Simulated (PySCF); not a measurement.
These 3 structures share the formula C6H15NSi. The calculation used PySCF 2.14.0, PBE0-D3(BJ)/def2-SVP geometry optimisation, gas phase. Energies are electronic, without zero-point or thermal terms, for one conformer each. No frequencies were run at this level. Point groups hold within 0.08 Å.

Problem. Rank from lowest to highest electronic energy at this level (kcal/mol).
A. `[CH3:1][CH:2]([CH3:3])[C@@H:4]1[CH2:5][NH:6][SiH2:7][CH2:8]1` with C1–C2–C4–C5 -54°, C2–C4–C5–N6 -166°, C4–C5–N6–Si7 26°, C5–N6–Si7–C8 -4°, N6–Si7–C8–C4 -18°
B. `[CH3:1]/[N:2]=[CH:3]\[SiH2:4][C:5]([CH3:6])([CH3:7])[CH3:8]` with N2–C3–Si4–C5 179°
C. `[CH3:1][CH2:2][CH2:3][N:4]1[CH2:5][CH2:6][CH2:7][SiH2:8]1` with C1–C2–C3–N4 59°, C2–C3–N4–C5 75°, C3–N4–C5–C6 -171°, N4–C5–C6–C7 -40°, C5–C6–C7–Si8 37°, C6–C7–Si8–N4 -21°

Solution. A (0.0), C (4.1), B (37.6).

As drawn, the lowest has an N–H bond, which the highest lacks; the highest has a C=N bond, which the lowest lacks.

| SMILES | E (Eh) | E rel (kcal/mol) | dipole (D) | point group | A, B, C (MHz) |
| --- | --- | --- | --- | --- | --- |
| CC(C)[C@@H]1CN[SiH2]C1 | -581.18357 | 0.0 | 0.98 | C1 | 3321, 1040, 835.1 |
| CCCN1CCC[SiH2]1 | -581.17706 | 4.1 | 0.83 | C1 | 2870, 1087, 970.1 |
| C/N=C\[SiH2]C(C)(C)C | -581.12363 | 37.6 | 1.38 | – | 3313, 836.3, 794.1 |

Problem. How do the relative energies change in single points at PBE0/pcSseg-1 (no added dispersion term) on the same geometries?

Solution. 
```json
{"SMILES": "CC(C)[C@@H]1CN[SiH2]C1", "PBE0-D3(BJ)/def2-SVP (kcal/mol)": "0.0", "PBE0/pcSseg-1 (kcal/mol)": "0.0", "shift": "0.0"}
{"SMILES": "CCCN1CCC[SiH2]1", "PBE0-D3(BJ)/def2-SVP (kcal/mol)": "4.1", "PBE0/pcSseg-1 (kcal/mol)": "4.7", "shift": "+0.6"}
{"SMILES": "C/N=C\\[SiH2]C(C)(C)C", "PBE0-D3(BJ)/def2-SVP (kcal/mol)": "37.6", "PBE0/pcSseg-1 (kcal/mol)": "35.4", "shift": "-2.2"}
```

Each column counts from its own lowest isomer. The order is unchanged; the largest shift is 2.2 kcal/mol.
